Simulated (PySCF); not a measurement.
## input.py for Al³⁺

The script input.py:

```python
from pyscf import gto, scf

mol = gto.M(
    atom='Al 0 0 0',
    basis='jorge-tzp-dkh',
    charge=3,
    spin=0,
    verbose=4,
)
mf = scf.RHF(mol)
mf = mf.sfx2c1e()
mf.kernel()
mf.stability(internal=True, external=True)
mf.dip_moment()
print('orbital energies (hartree):', mf.mo_energy[..., max(0, mol.nelec[1]-3):mol.nelec[0]+3].round(4))
```

```bash
$ python input.py
```

It prints (some set-up lines removed):

```
PySCF version 2.14.0

[INPUT] Symbol           X                Y                Z      unit          X                Y                Z       unit  Magmom
[INPUT]  1 Al     0.000000000000   0.000000000000   0.000000000000 AA    0.000000000000   0.000000000000   0.000000000000 Bohr   0.0

nuclear repulsion = 0
number of shells = 16
number of NR pGTOs = 60
number of NR cGTOs = 40
basis = jorge-tzp-dkh
ecp = {}

******** <class 'pyscf.x2c.sfx2c1e.sfX2C1eRHF'> ********
method = sfX2C1eRHF
initial guess = minao
damping factor = 0
level_shift factor = 0
DIIS = <class 'pyscf.scf.diis.CDIIS'>
SCF conv_tol = 1e-09
SCF max_cycles = 50

******** <class 'pyscf.x2c.sfx2c1e.SpinFreeX2CHelper'> ********
approx = 1e
xuncontract = 1
Initial guess from minao.
init E= -242.188021361032
  HOMO = -3.1669308379106  LUMO = -0.376519003598716  gap/eV = 75.93097
cycle= 1 E= -240.427477786009  delta_E= 1.76  |g|= 0.16  |ddm|= 1.83
  HOMO = -4.4999669213301  LUMO = -1.03333206747506  gap/eV = 94.33194
cycle= 2 E= -240.429923412503  delta_E= -0.00245  |g|= 0.0451  |ddm|= 0.0523
  HOMO = -4.47287219619647  LUMO = -1.0309916262465  gap/eV = 93.65834
cycle= 3 E= -240.430018963315  delta_E= -9.56e-05  |g|= 0.00295  |ddm|= 0.0153
  HOMO = -4.47213123975405  LUMO = -1.03071712448347  gap/eV = 93.64565
cycle= 4 E= -240.430019930239  delta_E= -9.67e-07  |g|= 0.000103  |ddm|= 0.00179
  HOMO = -4.47217624577685  LUMO = -1.03071677658034  gap/eV = 93.64688
cycle= 5 E= -240.430019931157  delta_E= -9.18e-10  |g|= 6.65e-06  |ddm|= 5.5e-05
  HOMO = -4.47217653243424  LUMO = -1.03071673307853  gap/eV = 93.64689
Extra cycle  E= -240.43001993116  delta_E= -3.07e-12  |g|= 8.82e-07  |ddm|= 3.28e-06
converged SCF energy = -240.43001993116
rhf_internal: lowest eigs of H = [11.67140871 11.67140907 11.67140928]
<class 'pyscf.x2c.sfx2c1e.sfX2C1eRHF'> wavefunction is stable in the internal stability analysis
rhf_real2complex: lowest eigs of H = [2.88497681 2.88497737 2.88498322]
<class 'pyscf.x2c.sfx2c1e.sfX2C1eRHF'> wavefunction is stable in the real -> complex stability analysis
rhf_external: lowest eigs of H = [2.83405273 2.83405329 2.83405415]
<class 'pyscf.x2c.sfx2c1e.sfX2C1eRHF'> wavefunction is stable in the RHF/RKS -> UHF/UKS stability analysis
Dipole moment(X, Y, Z, Debye):  0.00000,  0.00000, -0.00000
orbital energies (hartree): [-4.4722 -4.4722 -4.4722 -1.0307 -0.7904 -0.7904]
```

In short: E(SCF) = -240.430020 Eh, 5 cycles, internal stable; real -> complex stable; RHF/RKS -> UHF/UKS stable.

Wall time 1.5 s on one thread of a shared host.
